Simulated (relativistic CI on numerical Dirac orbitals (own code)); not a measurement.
Hyperfine structure of Mo XXIV, mass number 97

Method of calculation: Dirac-Coulomb-Breit CI, orbitals from a KLI potential per configuration, model QED, unscaled Slater integrals (own radial code, finite nucleus).

CI space (outside the closed core [Ne]): 3s2 3p6 3d, 3s2 3p5 3d2, 3s 3p6 3d2, 3s2 3p6 4s, 3s2 3p6 4p, 3s2 3p6 4d, 3s2 3p6 4f, 3s2 3p5 3d 4s, 3s2 3p5 3d 4p, 3p6 3d3, 3p5 3d4. Double excitations out of closed p, d and f shells are left out; levels of such configurations are missing from the list, as are those of other unlisted configurations, and high levels can miss mixing partners. These lack a partner that the ground configuration has and come out too high: 3s2 3p5 3d 4s, 3s2 3p5 3d 4p.

Nuclear spin I = 5/2, μ = -0.9324 μN, Q = 0.255 b (tables of Stone and Pyykkö). The electronic factors are computed for point nuclear moments, without core polarisation or the Bohr-Weisskopf and QED corrections.

```tsv
Level	E (cm⁻¹)	A (MHz)	B (MHz)
3s2 3p6 3d 2D_3/2	0	-4710	1980
3s2 3p6 3d 2D_5/2	36895	-1994	2710
3s2 3p5 3d2 4D°_1/2	906930	-1979	
3s2 3p5 3d2 4D°_3/2	915601	-3954	3230
3s2 3p5 3d2 4D°_5/2	934152	-3476	2280
3s2 3p5 3d2 4G°_9/2	974431	-4939	-11200
3s2 3p5 3d2 4G°_11/2	985468	-4224	-10900
3s2 3p5 3d2 4P°_5/2	996552	-4122	3240
```

Levels with J = 0, under 50 % of one LS term, or S terms without an open s electron are left out. Small factors come from cancelling terms and can be off by tens of per cent or more.

At this charge energies of transitions that change n are usually good to better than 1 %, and those within a shell (Δn = 0) to a few per cent.

Q: Give the hyperfine levels of 3s2 3p6 3d 2D_3/2 relative to its centre of gravity.

A: With K = F(F + 1) − I(I + 1) − J(J + 1), E = AK/2 + B[¾K(K + 1) − I(I + 1)J(J + 1)]/[2I(2I − 1)J(2J − 1)]: F = 1: 26110, F = 2: 15110, F = 3: 86.53, F = 4: -17170 MHz.

LS names give the leading component of a level, which can be under half, so a name can repeat, a term be missing and a line seem to break the LS rules.
